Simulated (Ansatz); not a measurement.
Ansatz results at the PBE0-D4/def2-TZVP geometry: HOMO energy (PBE/def2-TZVPP) -5.97 eV; size of the dipole moment (B3LYP/def2-TZVPP) 0.00 D; HOMO energy (ωB97M-V/def2-TZVPP) -9.58 eV.

Which molecule gave them?
A. `[O+]#[C][Ni-3]([C]#[O+])[C]#[O+]`
B. `[O+]#[C][Os-5]([C]#[O+])([C]#[O+])([C]#[O+])[n+]1ccccc1`
C. `[O+]#[C][W-6]([C]#[O+])([C]#[O+])([C]#[O+])([C]#[O+])[n+]1ccccc1`
D. `[O+]#[C][Re-5]([Cl])([C]#[O+])([C]#[O+])([C]#[O+])[C]#[O+]`

A. The others give `[O+]#[C][Re-5]([Cl])([C]#[O+])([C]#[O+])([C]#[O+])[C]#[O+]`: -6.14, 2.76, -9.25; `[O+]#[C][Os-5]([C]#[O+])([C]#[O+])([C]#[O+])[n+]1ccccc1`: -5.08, 7.33, -8.02; `[O+]#[C][W-6]([C]#[O+])([C]#[O+])([C]#[O+])([C]#[O+])[n+]1ccccc1`: -5.27, 8.00, -7.69.

B3LYP here is the variant with VWN-RPA as its local correlation; programs differ in this.
